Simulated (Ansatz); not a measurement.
CH5BSi, SMILES `B1C[SiH2]1` (charge 0, multiplicity 1).

Level of theory: LC-ωPBE/cc-pVTZ // B3LYP-D3(BJ)/def2-TZVP (Ansatz, a program for electronic structure).

Ansatz 0.2 input:
```yaml
crystal:
  periodic: [false, false, false]
  atoms:
    - { symbol: B, position_ang: [-0.780481, 0.84458, -0.195663] }
    - { symbol: C, position_ang: [-0.768936, -0.624185, -0.012957] }
    - { symbol: Si, position_ang: [1.059162, 0.369322, -0.090166] }
    - { symbol: H, position_ang: [-1.48018, 1.687535, 0.249702] }
    - { symbol: H, position_ang: [-0.33344, -1.339939, -0.708574] }
    - { symbol: H, position_ang: [-1.398834, -1.126657, 0.717603] }
    - { symbol: H, position_ang: [1.911666, 0.673981, 1.083953] }
    - { symbol: H, position_ang: [1.791041, -0.484638, -1.043898] }
basis:
  gaussian: { orbitals: cc-pVTZ }
hamiltonian:
  xc: lc_wpbe
```

Output:

```
Functional definition: LC-wPBE
951 factors; their error is unknown
334 factors; integrals over basis functions are off by at most 2.5e-5 eV
mean field evaluation 1: about -9663.7626 eV, gradient 3.7e1 eV
mean field evaluation 2: about -9664.8980 eV, gradient 3.0e1 eV
mean field evaluation 4: about -9667.2138 eV, gradient 7.8e-1 eV
mean field evaluation 8: about -9667.1845 eV, gradient 2.6e-1 eV
mean field evaluation 16: about -9667.1846 eV, gradient 2.6e-5 eV
mean field -9667.18462226 eV, -355.2624822150 hartree, gradient 7.8e-6 eV, S^2 0.000000; 0 other end points of the search recorded, 0 dependent functions left out
reference -9667.18462227 eV, -355.2624822153 hartree; 15, 15 occupied and 149, 149 virtual orbitals, 951 factors
Total energy: -9667.18462227 eV, -355.2624822153 hartree
```
